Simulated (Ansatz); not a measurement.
Reaction (atomization): `O[SiH](O)CCl` → C• + Cl• + 5 H• + 2 O• + Si•

Gas-phase electronic energies from Ansatz, PBE0-D4/def2-TZVP geometries. CCSD(T)/CBS is the MP2 limit (def2-TZVPP, def2-QZVPP) plus CCSD(T) − MP2 in def2-TZVPP, frozen cores. This one scheme is used for every species, atoms too. DFT in def2-TZVPP. B3LYP here is the variant with VWN-RPA as its local correlation; programs differ in this. Open shells (•) are unrestricted, without spin–orbit coupling. Spin–orbit coupling would lower the free atoms: a little for C, Cl, O, Si. One conformer a species, not always the lowest.

CCSD(T)/CBS gives +3732.1 kJ/mol.

Question: Another level gave +3706.6 kJ/mol. Which?
A. ωB97M-V/def2-TZVPP
B. MP2/def2-TZVPP
C. B3LYP/def2-TZVPP
D. ωB97X-V/def2-TZVPP

Answer: B. MP2/def2-TZVPP 3706.6, ωB97M-V 3728.4, B3LYP 3654.2, ωB97X-V 3720.8 kJ/mol.

Largest T1 diagnostic among the species: 0.012.

From PBE to PBE0 (25 % exact exchange), in def2-TZVPP and without D4, ΔE moves by −69.6 kJ/mol: exact exchange takes away binding that semilocal exchange gives to molecules. In def2-TZVPP, CCSD(T) changes the Hartree–Fock value by +957.0 kJ/mol (the triples alone add +57.7 kJ/mol) and MP2 by +1046.8 kJ/mol; breaking electron pairs costs correlation energy, which Hartree–Fock lacks.

For atomizations the MP2-based limit and the directly extrapolated one differ by several kJ/mol either way, and by 10 to 25 for some Ge, Se and Sn compounds, so smaller differences from it don't rank the levels.
